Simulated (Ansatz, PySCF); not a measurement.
C₂H₁₀OSi₃. Atoms are numbered in the order given.

```xyz
16

O      2.8140     1.3985     0.2989
Si     1.6268     0.4182    -0.3508
C     -0.1634     1.0546    -0.5922
C     -0.8791    -0.3393    -0.5017
Si    -2.7036    -0.2743    -0.0439
Si     0.3387    -1.2289     0.7066
H      2.6863     1.7013     1.2055
H      2.1862    -0.0513    -1.6483
H     -0.3906     1.6188    -1.5111
H     -0.4553     1.6910     0.2625
H     -0.7895    -0.8642    -1.4704
H     -3.2735    -1.6513     0.0630
H     -3.4979     0.4871    -1.0566
H     -2.8534     0.4097     1.2758
H      0.4820    -2.7072     0.5583
H     -0.0181    -0.9229     2.1269
```

The structure is a stationary point at B3LYP-D3(BJ)/def2-SVP. The structure was generated by enumeration; whether it is a known compound was not checked. One conformer was computed; it need not be the lowest.

Vertical ionisation energy (IE) and electron affinity (EA) in eV. Rows of orbital energies are one-electron estimates. Where ΔSCF, EOM or ADC give a negative EA the extra electron is unbound and the value depends on the basis.

```json
[
 {"level": "−ε(HOMO), −ε(LUMO), HF/def2-TZVP (PySCF)", "IE": "9.86", "EA": "-2.65"},
 {"level": "−ε(HOMO), −ε(LUMO), PBE/def2-TZVP (PySCF)", "IE": "6.17", "EA": "1.19"},
 {"level": "ΔSCF, CAM-B3LYP/def2-SVPD (Ansatz), final states of multiplicity 2 and 2", "IE": "9.24", "EA": "-0.96"},
 {"level": "ΔSCF, PBE/def2-SVPD (Ansatz), final states of multiplicity 2 and 2", "IE": "8.81", "EA": "-0.61"}
]
```

Q: What vertical singlet–triplet gap does ΔSCF give with CAM-B3LYP/def2-SVPD (Ansatz, a first-principles code) and with PBE/def2-SVPD (Ansatz)? (An estimate is asked for; the answer gives what the named calculation found.)

A: 5.33 and 4.74 eV (triplet above singlet where positive).
